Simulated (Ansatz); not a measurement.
Program: Ansatz. Geometries: PBE0-D4/def2-TZVP. ΔE: electronic, gas phase. CBS: MP2 limit from def2 TZ/QZ plus the TZ coupled-cluster correction, frozen cores. This one scheme is used for every species, atoms too. Functionals use def2-TZVPP. Open shells (•) are unrestricted, without spin–orbit coupling. Spin–orbit coupling would lower the free atoms: a little for C, O, S; clearly for Ge. For Ge outer-core shells are correlated without core-valence functions, so the limit isn't a true one: a few kJ/mol of doubt a bond, and 10 to 20 or more in all where bonds break to atoms. Scalar relativity is left out up to krypton. One conformer a species, not always the lowest.

`C[O][GeH]([CH3])[SH]` → 2 C• + Ge• + 8 H• + O• + S•  (atomization)

CCSD(T)/CBS gives +4565.4 kJ/mol.

Q: Another level gave +4494.5 kJ/mol. Which?
A. ωB97M-V/def2-TZVPP
B. MP2/def2-TZVPP
C. SCS-MP2/def2-TZVPP
D. PBE/def2-TZVPP

A: C. SCS-MP2/def2-TZVPP 4494.5, ωB97M-V 4557.3, MP2/def2-TZVPP 4505.2, PBE 4581.2 kJ/mol.

Largest T1 diagnostic among the species: 0.011.

In def2-TZVPP, CCSD(T) changes the Hartree–Fock value by +1156.3 kJ/mol (the triples alone add +64.7 kJ/mol) and MP2 by +1199.3 kJ/mol; breaking electron pairs costs correlation energy, which Hartree–Fock lacks. From PBE to PBE0 (25 % exact exchange), in def2-TZVPP and without D4, ΔE moves by −61.8 kJ/mol: exact exchange takes away binding that semilocal exchange gives to molecules. The D4 term adds +46.4 kJ/mol with B3LYP and +24.8 kJ/mol with PBE0; it sums over pairs of atoms, weighted by their polarisabilities, and B3LYP, whose exchange is more repulsive, gets the larger term.

B3LYP here is the variant with VWN-RPA as its local correlation; programs differ in this.

For atomizations the MP2-based limit and the directly extrapolated one differ by several kJ/mol either way, and by 10 to 25 for some Ge, Se and Sn compounds, so smaller differences from it don't rank the levels.
